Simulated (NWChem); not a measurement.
Molecule: BeCl, doublet; SMILES [Be][Cl]

```xyz
2

Be     0.0000     0.0000    -1.4690
Cl     0.0000     0.0000     0.3691
```
Atoms are numbered in this order, from 1.

All runs use the structure optimised with PBE0/def2-SVP, spin-unrestricted. This spin state was assumed; another may lie lower. No stability test was run on the SCF state.

 States above −ε(HOMO) = 5.4 eV lie in this functional's continuum and hang on the basis.

Problem. List the 6 lowest vertical excitations from PBE/6-31+G* (spherical d), spin-unrestricted, TDA (NWChem).

Solution. 
```json
[
 {"state": "state 1", "energy (eV)": "3.50", "oscillator strength": "0.105", "<S²>": "0.75"},
 {"state": "state 2", "energy (eV)": "3.50", "oscillator strength": "0.105", "<S²>": "0.75"},
 {"state": "state 3", "energy (eV)": "5.17", "oscillator strength": "0.031", "<S²>": "0.81"},
 {"state": "state 4", "energy (eV)": "5.17", "oscillator strength": "0.031", "<S²>": "0.81"},
 {"state": "state 5", "energy (eV)": "5.25", "oscillator strength": "0.069", "<S²>": "0.77"},
 {"state": "state 6", "energy (eV)": "5.55", "oscillator strength": "0.077", "<S²>": "0.75"}
]
```
